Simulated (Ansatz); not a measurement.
Input and output for `[NH2][W](=[O])(=[O])[Cl]`.

```yaml
crystal:
  periodic: [false, false, false]
  atoms:
    - {symbol: N, position_ang: [-1.498234, 1.332512, 1.752268]}
    - {symbol: W, position_ang: [0.864138, -0.895335, -0.976137]}
    - {symbol: O, position_ang: [3.621767, -2.529739, 0.959242]}
    - {symbol: O, position_ang: [-1.333934, -3.485888, -2.550605]}
    - {symbol: Cl, position_ang: [2.806789, 2.058923, -4.523591]}
    - {symbol: H, position_ang: [-3.711202, 1.474058, 1.620461]}
    - {symbol: H, position_ang: [-0.749303, 2.045468, 3.718340]}
basis:
  gaussian: {orbitals: ANO-RCC-VTZP, fitting: {mean_field: cc-pVTZ-jkfit}}
total_charge: 1
magnetization: {spin_polarized: true, initial_magnetization: 1}
hamiltonian: {xc: {name: wB97X-V}}
```

```sh
$ ansatz run in.yaml --threads 4 --pin off --events-out ev --progress --plain --max-ram 10444MiB
```

It prints (some lines left out):

```
Functional definition: wB97X-V
Error: <dir> the basis set cc-pVTZ-JKFIT has no functions for W
```
